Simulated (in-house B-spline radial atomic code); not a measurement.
Ionising K⁶⁺ with different functionals

Computed with a B-spline radial code for spherical atoms: non-relativistic Hamiltonian, point nucleus, spin-polarised at highest spin, spherical fractional occupations for the functionals, and exact exchange of hybrids averaged over the configuration. The ionisation energy is the difference of two self-consistent energies, [Ne] 3s2 3p1 → [Ne] 3s2, without Breit or QED terms; ε is the level of the shell that loses the electron (its least bound occupied spin orbital).

| method | rung | ΔSCF (eV) | -ε(3p) (eV) |
| --- | --- | --- | --- |
| PBE0 | global hybrid | 117.61 | 110.90 |
| B3LYP | global hybrid | 117.81 | 110.54 |
| TPSSh | global hybrid | 117.54 | 109.54 |
| M06-2X | global hybrid | 118.02 | 113.74 |
| BHandHLYP | global hybrid | ? | ? |
| r2SCAN0 | global hybrid | 117.40 | 110.90 |
| B97-1 | global hybrid | 117.55 | 110.48 |
| HSE06 | range-separated hybrid | ? | ? |
| wB97X | range-separated hybrid | 117.53 | 113.51 |
| CAM-B3LYP | range-separated hybrid | 117.79 | 112.52 |
| LC-wPBE | range-separated hybrid | 117.84 | 114.05 |

(1) What does HSE06 give?

(2) What does BHandHLYP give?

(3) Among the functionals, which spreads more, the ΔSCF values or the orbital energies?

(4) How do they compare with the NIST value?

## Answers

(1) ΔSCF 117.62 eV, and -ε(3p) = 110.47 eV.

(2) ΔSCF 117.62 eV, and -ε(3p) = 113.17 eV.

(3) The orbital energies: ΔSCF values span about 0.63 eV and the orbital energies 4.51 eV; here energy differences depend much less on the functional than eigenvalues do.

(4) NIST lists 117.6 eV ± 0.11 (measured, ground level to ground level). Errors run from -0.16 to +0.46 eV; B97-1 is closest (-0.01 eV), though others lie within the uncertainty of it, and part of that can be cancellation, since the calculations leave out relativity, Breit-QED terms, multiplet and fine-structure energies.
